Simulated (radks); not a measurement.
The numbers below are computed, except where a source is named.
How relativity changes the ionisation of the bromine ion Br2+ ([Ar] 3d10 4s2 4p3) to Br3+ ([Ar] 3d10 4s2 4p2). Spin-unpolarised spherical Kohn-Sham, PBE, point nucleus unless stated (finite: rms radius 4.1629 fm), a radial shooting solver on a logarithmic mesh with Libxc functionals. A level marked "c x" has the speed of light scaled by that factor and shares open shells by 2j + 1; other Dirac levels either fill j = l - 1/2 first or share by 2j + 1.

level	E(Br2+) (hartree)	E(Br3+) (hartree)	IE (eV)	HOMO	<r> HOMO (bohr)
non-rel.	-2572.47778	-2571.23064	33.936	4p	1.861
scalar-rel.	-2605.11497	-2603.86612	33.983	4p	1.853
scalar-rel., finite nucleus	-2605.09445	-2603.84560	33.983	4p	1.853
Dirac, 2j+1 shares	-2605.29284	-2604.04372	33.990	4p3/2	1.864
Dirac, low j first	-2605.31663	-2604.07951	33.664	4p3/2	1.865
Dirac, 2j+1 shares, finite nucleus	-2605.27231	-2604.02318	33.990	4p3/2	1.864
Dirac, c x 1.25	-2593.23387	-2591.98549	33.970	4p3/2	1.863
Dirac, c x 5	-2573.75046	-2572.50325	33.938	4p3/2	1.861
Dirac, c x 100	-2572.48096	-2571.23382	33.936	4p3/2	1.861

NIST Atomic Spectra Database: 34.87 eV (measured). The relativistic part of the total energy of Br2+ is -32.79 hartree (Dirac, 2j+1 shares, finite nucleus), 1.3 % of the non-relativistic value. Spin polarisation and multiplet splitting of open shells are left out at every level.

Beside tabulated values, note that spin-unpolarised runs miss the spin-polarisation part of the exchange energy of open shells.
